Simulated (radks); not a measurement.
Task: The table gives one normalised radial function P(r) = r R(r) of I20+ in [Ar] 3d10 4s2 4p2 6f1 (r in bohr). Method: scalar-relativistic Kohn-Sham, PBE, spin-polarised, spherical densities, finite nucleus; open shells are filled with parallel spins first (spin-orbit coupling, left out, can overturn this in heavy ions); Fermi nuclear charge, rms radius 4.75 fm; computed with a radial shooting solver on a logarithmic mesh with Libxc functionals.

| r | P |
|---|---|
| 0.004413 | 0.2394 |
| 0.005839 | 0.2839 |
| 0.007726 | 0.3260 |
| 0.01022 | 0.3571 |
| 0.01353 | 0.3641 |
| 0.0179 | 0.3289 |
| 0.02368 | 0.2320 |
| 0.03133 | 0.0600 |
| 0.04146 | -0.1782 |
| 0.05485 | -0.4302 |
| 0.07258 | -0.5872 |
| 0.09603 | -0.5081 |
| 0.1271 | -0.1125 |
| 0.1681 | 0.4770 |
| 0.2224 | 0.8752 |
| 0.2943 | 0.6446 |
| 0.3894 | -0.2497 |
| 0.5152 | -1.2049 |
| 0.6817 | -1.4612 |
| 0.902 | -0.9456 |
| 1.193 | -0.3302 |
| 1.579 | -0.0557 |
| 2.089 | -0.0038 |
| 2.765 | -0.0001 |
| 3.658 | 0.0000 |
| 4.84 | 0.0000 |
| 6.404 | 0.0000 |

Which n and l does it have? It may be an empty orbital.

Result: n = 4, l = 0: the number of nodes gives n - l - 1 = 3, the rise at small r (about r^(l+1), flatter next to the nucleus through relativity) gives l, and the extent must fit the shell. The curve is that of 4s up; the table hardly tells the two spins apart. 4s up: eigenvalue -672.15 eV, 3 radial nodes at r = 0.0338, 0.134, 0.364 bohr, <r> = 0.662 bohr, 90 % of the charge inside 0.936 bohr.
